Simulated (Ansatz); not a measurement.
Cost and result for the atomization energy of C₂H₅BOSi (`BC1=C[SiH2]O1`) (10 atoms, 10 bonds).

```csv
atom,x (Å),y (Å),z (Å)
B1,0.300,-1.109,-1.638
C2,0.008,-0.245,-0.394
C3,0.831,0.099,0.631
Si4,-0.641,1.001,1.269
O5,-1.252,0.333,-0.166
H6,-0.541,-1.320,-2.455
H7,1.400,-1.559,-1.750
H8,1.864,-0.182,0.757
H9,-0.640,2.484,1.264
H10,-1.329,0.498,2.482
```

Charge 0, multiplicity 1. The geometry is a stationary point of PBE0-D4/def2-TZVP. Program: Ansatz. All runs use 2 threads of an AMD EPYC 9R45 on a shared host. Times are those of one run each, without the atoms' runs, and a repeat can differ threefold. Electronic energies, without spin–orbit coupling; frozen cores. CCSD(T)/CBS adds CCSD(T) − MP2 in def2-TZVPP to the MP2 limit, and its time is that of the two runs behind it. T1 = 0.014; the RHF reference is unstable towards UHF. B3LYP takes the VWN-RPA correlation (the form of Gaussian; ORCA's B3LYP/G). HSE06 is the plane-wave form, built on full-range PBE exchange.

CCSD(T)/CBS is a level of theory with its own doubt, some kJ/mol a heavy atom from the limit and from the frozen cores, so smaller differences don't rank the functionals.

```tsv
level	functions	wall time
BLYP-D4/def2-TZVPP	236	1.4 s
PBE-D4/def2-TZVPP (with forces)	236	1.6 s
HSE06-D4/def2-TZVPP	236	1.9 s
CAM-B3LYP-D4/def2-TZVPP	236	2 s
r2SCAN-D4/def2-TZVPP (with forces)	236	2.5 s
CCSD(T)/def2-SVP	99	2.6 s
B3LYP-D4/def2-TZVPP (with forces)	236	2.6 s
r2SCANh-D4/def2-TZVPP	236	2.7 s
ωB97X-V/def2-TZVPP	236	4.3 s
B97M-V/def2-TZVPP	236	4.8 s
MP2/def2-QZVPP	448	13 s
CCSD(T)/def2-TZVPP	236	2.2 min
CCSD(T)/CBS(def2)	–	2.4 min
```

Q: What atomization energy does each give, and how far from CCSD(T)/CBS? (An estimate is asked.)

A: Computed: 
| level | atomization (kcal/mol) | difference from CCSD(T)/CBS | per bond |
| --- | --- | --- | --- |
| BLYP-D4/def2-TZVPP | 930.7 | 1.8 | 0.2 |
| PBE-D4/def2-TZVPP (with forces) | 952.5 | 23.6 | 2.4 |
| HSE06-D4/def2-TZVPP | 935.7 | 6.8 | 0.7 |
| CAM-B3LYP-D4/def2-TZVPP | 935.3 | 6.4 | 0.6 |
| r2SCAN-D4/def2-TZVPP (with forces) | 937.3 | 8.4 | 0.8 |
| CCSD(T)/def2-SVP | 877.0 | -51.9 | -5.2 |
| B3LYP-D4/def2-TZVPP (with forces) | 931.3 | 2.4 | 0.2 |
| r2SCANh-D4/def2-TZVPP | 930.6 | 1.7 | 0.2 |
| ωB97X-V/def2-TZVPP | 934.4 | 5.5 | 0.6 |
| B97M-V/def2-TZVPP | 936.2 | 7.3 | 0.7 |
| MP2/def2-QZVPP | 940.8 | 11.9 | 1.2 |
| CCSD(T)/def2-TZVPP | 904.6 | -24.3 | -2.4 |
| CCSD(T)/CBS(def2) | 928.9 | 0.0 | 0.0 |

From r2SCAN to r2SCAN0 (25 % exact exchange), in def2-TZVPP and without D4, the atomization energy moves by −16.3 kcal/mol: exact exchange takes away binding that semilocal exchange gives to molecules. In def2-TZVPP, CCSD(T) changes the Hartree–Fock value by +219.6 kcal/mol (the triples alone add +15.8 kcal/mol) and MP2 by +241.4 kcal/mol; breaking electron pairs costs correlation energy, which Hartree–Fock lacks. Leaving LDA and LC-ωPBE aside and taking each functional with its dispersion term where it has one, the values, not all of them listed here, spread over 48.1 kcal/mol, from BHLYP-D4 to PBE-D4. LDA lies +120.4 kcal/mol from PBE without D4, its usual overbinding.
